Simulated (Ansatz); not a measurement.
ClF2GeH3Si (`F[Si](F)(Cl)[GeH3]`). Total charge 0; spin multiplicity 1.

Cartesian coordinates in Å:
```
F -1.808 -0.859 1.075
Si -0.342 -0.966 0.481
F 0.596 -1.410 1.679
Cl -0.340 -2.465 -0.892
Ge 0.362 1.100 -0.437
H 0.348 2.178 0.654
H 1.781 0.934 -0.991
H -0.597 1.488 -1.569
```

**Question.** List the harmonic frequencies (cm⁻¹, unscaled) at PBE0-D4/def2-TZVP in Ansatz. (Best estimate.)

**Answer.** Ansatz gave: 76, 102, 138, 219, 228, 283, 415, 470, 477, 601, 786, 874, 875, 892, 953, 2167, 2178, 2180.

**Question.** Is this a minimum?

**Answer.** Yes, all 18 modes are real.

**Question.** Give the ideal-gas thermochemistry at 298.15 K and 1 bar (rigid rotor, harmonic oscillator; point group Cs, symmetry number 1).

**Answer.** Zero-point energy 83.2 kJ/mol; H(298) − E = 106.0 kJ/mol; entropy 375.5 J/(mol·K), of which translation 173.4, rotation 121.6, vibration 80.4; G(298) − E = -5.9 kJ/mol. Modes under 100 cm⁻¹ are hindered rotations or soft bends, so the harmonic entropy is rough.

**Question.** And at 400, 500, 600, 800 and 1000 K?

**Answer.** 
```csv
T (K),H − E (kJ/mol),S (J/mol/K),G − E (kJ/mol)
400,118.3,410.7,-46.0
500,131.5,440.2,-88.6
600,145.6,465.9,-133.9
800,175.8,509.1,-231.6
1000,207.7,544.7,-337.0
```

**Question.** Rotational constants (cm⁻¹)?

**Answer.** 0.08875, 0.03753, 0.03304.
